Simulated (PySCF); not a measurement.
**Dipole response of Ar⁺ (argon, charge +1)**

[Ne] 3s2 3p5, 2P determinant. Computed with PySCF 2.14 in aug-cc-pwCVDZ, with the non-relativistic Hamiltonian (point nucleus). Coupled (time-dependent) response in atomic units; α is the mean over directions. A double-zeta set is small for polarisabilities.

```
 method  mean α (bohr³)         α xx, yy, zz  C₆ (like pair)  S(−4)
    UHF           6.662  6.523, 6.732, 6.732           30.46  8.631
    PBE           6.866  6.648, 6.975, 6.975           31.59  9.525
   PBE0           6.766  6.590, 6.854, 6.854           31.02  9.064
  M06-L           6.975  6.802, 7.062, 7.062           32.93  9.476
r2SCAN0           6.751  6.592, 6.830, 6.830           31.52  8.663
```

S(−4) is the Cauchy moment in α(ω) = α(0) + S(−4) ω² + …

α(iu) at PBE:

```
u (hartree)  α(iu) (bohr³)
          0          6.866
     0.0500          6.842
      0.100          6.772
      0.200          6.509
      0.300          6.119
      0.500          5.159
      0.750          3.984
       1.00          3.043
       1.50          1.842
       2.00          1.203
       3.00         0.6234
       5.00         0.2660
```

For an ion, C₆ is the dispersion term alone; charge-induced terms of lower order in 1/R come first.

The components differ because the open shell of this determinant is not spherical; for a pure term their mean is the scalar polarisability.
